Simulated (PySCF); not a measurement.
## C₆ coefficients of unlike pairs at TPSS

Calculated with PySCF 2.14 from the dipole response of each species, C₆(A,B) = (3/π) ∫ α_A(iu) α_B(iu) du, in atomic units, from isotropic polarisabilities. For ions this is the dispersion term alone; charge-induced terms of lower order in 1/R come first.

```json
{"species": "Xe²⁺", "configuration": "[Kr] 4d10 5s2 5p4 (3P)", "basis": "aug-cc-pVTZ-DK3 (8s7p5d2f)", "relativity": "spin-free X2C", "α (bohr³)": "12.86", "C₆ (like pair)": "89.99"}
{"species": "Ta", "configuration": "[Xe] 4f14 5d3 6s2 (4F)", "basis": "def2-TZVPPD with the def2 core potential (60 electrons) (6s5p3d2f1g)", "relativity": "core potential", "α (bohr³)": "86.19", "C₆ (like pair)": "1085"}
{"species": "Al⁺", "configuration": "[Ne] 3s2 (1S)", "basis": "x2c-TZVPPall with one added diffuse shell each of s, p, d type (6s6p4d1f)", "relativity": "spin-free X2C", "α (bohr³)": "25.26", "C₆ (like pair)": "131.8"}
```

Q: Estimate C₆ for Ta with Xe²⁺.

A: The integral gives 271.8. The combination rule 2 C_A C_B / (C_A α_B/α_A + C_B α_A/α_B) gives 255.2 and the geometric mean 312.4.

No spin-orbit coupling is included.

The other pairs:

| pair | C₆ |
| --- | --- |
| Al⁺, Xe²⁺ | 97.79 |
| Al⁺, Ta | 374.6 |
